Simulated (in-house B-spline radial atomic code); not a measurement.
As. Computed with a B-spline radial atomic code. Model: non-relativistic spherical atom: semilocal Troullier-Martins pseudo-atom, one channel per l, against all electrons, high spin, G0W0 and RPA with empty states to l = 8, local potential for every l without a channel, a model core (radius 0 = none) keeps its share of the functional.

The core holds an angular momentum without a channel of its own, so the local potential lets valence electrons into it.

What the tables leave out is listed at the end.

The pseudopotential gives back the lowest level of each angular momentum of its own functional in the configuration it was made in; a second state of the same l is only approximately right. Exact exchange, RPA and GW see the smooth pseudo-orbitals and miss the exchange with the core, for which the functional's share stands in. The column with an uncorrelated core keeps all orbitals and exact exchange, and so separates missing core correlation from pseudisation. Only the three outermost levels and the lowest empty one were computed. RPA here is direct RPA, with no exchange kernel, and its energies carry an (l + 1/2)⁻⁴ tail. A hybrid on a potential with a model core restores only its own semilocal share of the core's exchange.

Command:
```bash
python run_psgw.py task.json out
```
Settings (lengths in bohr, energies in hartree):
```
Z                      33
electrons              33
configuration          [Ar] 3d10 4s2 4p3
generated_in           [Ar] 3d10 4s2 4p3
functional             pbe,pbe
core_shells            6
radius_factor          0.9
core_correction        False
```

Run time, properties included: 37 s on 1 thread of Arm Neoverse N1, with other jobs on the host.

Given: made with PBE; model core radius 0 bohr; local radius 1.542 bohr; mean-field start PBE.

Valence shells of the generating configuration: 4s, 4p.

Channel: s 1.495, p 1.805 (radii in bohr).

Computed: largest level miss in the spin-unpolarised generating configuration 0 eV; valence RPA correlation energy all-electron orbitals -0.18267 hartree; valence RPA correlation energy pseudo -0.2149 hartree; all-electron RPA polarisability, core included 27.777 bohr³.

```
          level  occupied  mean-field all-electron (eV)  mean-field pseudo minus all (eV)  G0W0 all-electron (eV)  G0W0 uncorrelated core minus all (eV)  G0W0 pseudo minus all (eV)  exchange self-energy all-electron (eV)  exchange self-energy pseudo (eV)
          4p up         1                       -5.9554                            -0.004                 -9.6681                                  0.143                       0.023                                 -16.345                            -14.28
4p down (empty)         0                       -3.6564                             0.136                 -1.1089                                  0.165                      -0.088                                 -4.3055                           -2.2715
```

Task: What is the pseudo-atom RPA polarisability?

Result: 28.343 bohr³.

Given: mean-field start PBE0.

Computed: valence RPA correlation energy pseudo -0.19299 hartree; all-electron RPA polarisability, core included 23.291 bohr³; pseudo-atom RPA polarisability 23.847 bohr³.

| level | occupied | mean-field all-electron (eV) | mean-field pseudo minus all (eV) | G0W0 all-electron (eV) | G0W0 uncorrelated core minus all (eV) | G0W0 pseudo minus all (eV) | exchange self-energy all-electron (eV) | exchange self-energy pseudo (eV) |
| --- | --- | --- | --- | --- | --- | --- | --- | --- |
| 4p up | 1 | -7.1338 | 0.025 | -9.9925 | 0.152 | 0.019 | -16.38 | -14.347 |
| 4s down | 1 | -13.452 | 0.136 | -16.339 | 0.474 | 0.221 | -16.195 | -12.379 |
| 4p down (empty) | 0 | -2.6294 | 0.084 | -0.81084 | 0.158 | -0.072 | -3.9153 | -2.1492 |

Task: What is the valence RPA correlation energy all-electron orbitals?

Result: -0.16591 hartree.

Given: mean-field start Hartree-Fock.

Computed: valence RPA correlation energy all-electron orbitals -0.13112 hartree; all-electron RPA polarisability, core included 17.134 bohr³; pseudo-atom RPA polarisability 17.193 bohr³.

```
  level  occupied  mean-field all-electron (eV)  mean-field pseudo minus all (eV)  G0W0 all-electron (eV)  G0W0 uncorrelated core minus all (eV)  G0W0 pseudo minus all (eV)  exchange self-energy all-electron (eV)  exchange self-energy pseudo (eV)
  4p up         1                       -10.073                             0.022                 -10.402                                  0.147                       0.081                                 -16.182                           -14.394
4s down         1                        -15.13                            -0.003                 -16.507                                  0.473                        0.28                                 -15.539                           -12.257
  4s up         1                       -22.194                             -0.18                 -20.169                                  0.226                       0.232                                 -22.451                           -19.497
```

Task: What is the valence RPA correlation energy pseudo?

Result: -0.14932 hartree.

Among the listed levels the largest G0W0 shift of the pseudo-atom is +0.28 eV, for 4s down on the Hartree-Fock start, while leaving the core uncorrelated moves that level by +0.47 eV. The rest, -0.19 eV, comes from pseudisation and the lost core exchange. Not in the tables (levels of low weight, unsolved or above zero; the highest and the empty levels are kept at any weight): on PBE the G0W0 levels 4s down (pseudo minus all +0.25 eV, weights 0.74 and 0.74), 4s up (pseudo minus all +0.27 eV, weights 0.07 and 0.06); on PBE0 the G0W0 levels 4s up (pseudo minus all -3.35 eV, weights 0.02 and 0.34).
